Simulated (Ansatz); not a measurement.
Ideal-gas functions of GeH$_{3}$O (`[O][GeH3]`) radical at 298.15 K and 1 bar, from an Ansatz frequency run at PBE0-D4/def2-TZVP.

Molar mass 91.63 g/mol, point group Cs (symmetry number 1), electronic degeneracy 2, moments of inertia 6.491, 47.254, 47.267 u Å². Harmonic wavenumbers (cm⁻¹, unscaled): 423, 522, 680, 831, 844, 881, 2153, 2162, 2164.

Use S(trans) = R[1.5 ln M + 2.5 ln T − 1.1517]; rotational temperatures θ = 24.2544 K / I; S(rot) = R[ln(√π/σ · √(T³/θAθBθC)) + 1.5]; for each mode x = 1.438777 ν̃/T, S = R[x/(eˣ − 1) − ln(1 − e⁻ˣ)] and H = RT x/(eˣ − 1); 1 cm⁻¹ = 0.0119627 kJ/mol; R = 8.31446 J/(mol·K).

Question: By hand: the entropy, in J/(mol·K).

Answer: Translation 165.2. Rotation: θ = 3.7366, 0.5133, 0.5131 K, giving 88.4. Vibration, mode by mode: 3.69, 2.53, 1.38, 0.77, 0.73, 0.63, 0.00, 0.00, 0.00, in all 9.7. Electronic 5.8. Sum 269.1 J/(mol·K).

Question: By hand: H − E and G − E in kJ/mol, counted from the electronic energy.

Answer: Zero-point energy ½ × 10660 × 0.0119627 = 63.8; thermal vibration 2.1; translation, rotation and pV give 4 RT = 9.9. H − E = 75.8 kJ/mol, and G − E = 75.8 − 298.15 × 269.1/1000 = -4.4 kJ/mol.

Vibration gives 4 % of the entropy.
